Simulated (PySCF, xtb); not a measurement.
# Relative energy of two structures of AlGaH2O2

Structure X: a singlet given by its coordinates. Structure Y: `[OH][AlH][O][Ga]`, a singlet. Both are isolated molecules in the gas phase, relaxed with PBE0-D4/def2-SVP; the shapes shown needn't be the lowest conformers.

X (Å):

```yaml
atoms:
  - { symbol: Al, position_ang: [1.2579, -0.0730, -0.8878] }
  - { symbol: Ga, position_ang: [-1.0138, -0.1423, 1.2659] }
  - { symbol: O, position_ang: [-0.6244, -0.1013, -0.7332] }
  - { symbol: O, position_ang: [1.0033, -0.1108, 0.9836] }
  - { symbol: H, position_ang: [1.6933, -0.1139, 1.6546] }
  - { symbol: H, position_ang: [-1.2577, -0.0957, -1.4580] }
```

Close contacts (Å): Al1–O3 1.89, Al1–O4 1.89, Ga2–O3 2.04, Ga2–O4 2.04, O3–H6 0.96, O4–H5 0.96.

Y (Å):

```xyz
6

Al   -0.0579   -0.1396   -0.4539
Ga   -0.2353   -0.8506    2.9657
O    -0.0622   -0.4569    1.2181
O     1.2935    0.5315   -1.2383
H    -1.3007   -0.4480   -1.3686
H     2.1205    0.7773   -0.8220
```

Estimate which is lower in electronic energy at CCSD(T)/def2-SVP + ΔMP2/def2-TZVPP, and by roughly how much.

The CCSD(T)/def2-SVP + ΔMP2/def2-TZVPP calculation puts structure Y lower, by 91.8 kJ/mol.

The same difference at several levels:

```json
{"level": "PBE0-D4/def2-SVP", "geometry": "PBE0-D4/def2-SVP", "E(Y) − E(X) (kJ/mol)": "−65.7", "departure from the last row (kJ/mol)": "+26.1", "job, with rough time for the two": "optimisation, 3.8 min"}
{"level": "HF/def2-SVP", "geometry": "PBE0-D4/def2-SVP", "E(Y) − E(X) (kJ/mol)": "−93.8", "departure from the last row (kJ/mol)": "−1.9", "job, with rough time for the two": "part of the CCSD(T) run"}
{"level": "MP2/def2-SVP", "geometry": "PBE0-D4/def2-SVP", "E(Y) − E(X) (kJ/mol)": "−91.1", "departure from the last row (kJ/mol)": "+0.8", "job, with rough time for the two": "part of the CCSD(T) run"}
{"level": "CCSD(T)/def2-SVP", "geometry": "PBE0-D4/def2-SVP", "E(Y) − E(X) (kJ/mol)": "−73.2", "departure from the last row (kJ/mol)": "+18.6", "job, with rough time for the two": "single point"}
{"level": "CCSD(T)/def2-SVP + ΔMP2/def2-TZVPP", "geometry": "PBE0-D4/def2-SVP", "E(Y) − E(X) (kJ/mol)": "−91.8", "departure from the last row (kJ/mol)": "", "job, with rough time for the two": "single point, 81 s"}
```

None of the levels shown reverses the order. The largest departure from CCSD(T)/def2-SVP + ΔMP2/def2-TZVPP is that of PBE0-D4/def2-SVP, 26.1 kJ/mol. No reliable frequencies are at hand for Y, so it isn't confirmed as a minimum. Levels run at GFN2-xTB geometries aren't shown. The last row adds to CCSD(T) the change of the MP2 difference between the two basis sets, here −18.6 kJ/mol, a large step that makes the value less sure.

The correlated steps freeze 16 core orbitals; the filled d shell of Ga is correlated, in a basis made for valence electrons. Run with PySCF 2.14.0, xtb 6.7.1; the last row on 2 threads of AMD EPYC (Zen 3) on a shared host.
